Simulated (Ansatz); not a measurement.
Species: ReF₂ (charge 0, sextet). The spin state was set by rule; other spins were not relaxed. 
Structure (B3LYP-D3(BJ)/def2-TZVP (Ansatz, a quantum-chemistry and plane-wave program) minimum search):
```xyz
3

Re     0.0000     0.0000     0.0000
F      0.0000     0.0000    -1.9296
F      0.0000     0.0000     1.9296
```
Charge 0, spin multiplicity 6.

Computed values are from Ansatz. Valence correlation only, unless marked. Open shells are spin-unrestricted. No spin-orbit coupling. Frozen are the shells of the preceding noble gas and the d and f shells that filled before the atom's block. In def2 rows, elements after Kr have scalar-relativistic effective core potentials. CBS(X,Y): correlation extrapolated as X^-3; Hartree-Fock from the larger set. The bracket is a focal-point correction in the basis named.

Problem. What is the total energy at RI-MP2/CBS(def2-TZVPPD,def2-QZVPPD)+[CCSD(T)-MP2]/def2-TZVPPD?

Solution. -277.3803 Eh.

Problem. What is the dipole moment at CCSD(T)/def2-SVPD?

Solution. 0.00 D.

Problem. What is the vertical ionisation energy (to the quintet) at RI-MP2/CBS(def2-TZVPPD,def2-QZVPPD)+[CCSD(T)-MP2]/def2-TZVPPD?

Solution. 10.02 eV.

Problem. What is the T1 diagnostic at CCSD/def2-TZVPPD?

Solution. 0.021.

Problem. What is the atomisation energy De at RI-MP2/CBS(def2-TZVPPD,def2-QZVPPD)+[CCSD(T)-MP2]/def2-TZVPPD?

Solution. 944.4 kJ/mol.
